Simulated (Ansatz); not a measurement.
A search over several starts for the lowest SCF solution of VCl₃ at the given spin, in a small basis.

```yaml
crystal:
  periodic: [false, false, false]
  atoms:
    - {symbol: V, position_ang: [0.002346, -0.000021, -0.000110]}
    - {symbol: Cl, position_ang: [2.125476, -0.027605, 0.012150]}
    - {symbol: Cl, position_ang: [-1.040053, 1.848330, -0.015920]}
    - {symbol: Cl, position_ang: [-1.087769, -1.820704, 0.003880]}
basis:
  gaussian: {orbitals: def2-SVP, initial_orbitals: start.molden}
hamiltonian: {xc: pbe0, dispersion: d4}
output: {orbitals: {seedname: orbitals}}
```

The file start.molden holds the orbitals of an earlier run on this structure, at another level or in another basis.

```sh
$ ansatz run in.yaml --threads 2 --pin off --events-out ev --progress --plain --max-ram 4352MiB
```

Output, abridged:

```
Functional definition: PBE0
824 factors; integrals over basis functions are off by at most 4.9e-4 eV
mean field evaluation 1: about -63225.5360 eV, gradient 4.7e0 eV
mean field evaluation 2: about -63225.6117 eV, gradient 1.6e-1 eV
mean field evaluation 4: about -63225.6974 eV, gradient 1.3e-3 eV
mean field evaluation 8: about -63225.2923 eV, gradient 1.1e1 eV
mean field evaluation 16: about -63225.6974 eV, gradient 1.5e-2 eV
mean field evaluation 32: about -63225.5839 eV, gradient 1.8e0 eV
mean field -63225.69736800 eV, -2323.5015223570 hartree, gradient 3.2e-5 eV, S^2 0.000000; 5 other end points of the search recorded, 0 dependent functions left out
reference -63225.69742767 eV, -2323.5015245499 hartree; 37, 37 occupied and 48, 48 virtual orbitals, 824 factors
Total energy: -63225.82188424 eV, -2323.5060982444 hartree
```

Hardware: 2 threads of AMD EPYC 9R45 on a shared host. Wall time 1.9 s.

The restricted singlet is unstable towards broken spin symmetry at other levels; at PBE0-D4/def2-SVP this wasn't settled. At PBE0-D4/def2-TZVP a triplet of charge 0 lies 1.04 eV below the restricted singlet, each at its own geometry.
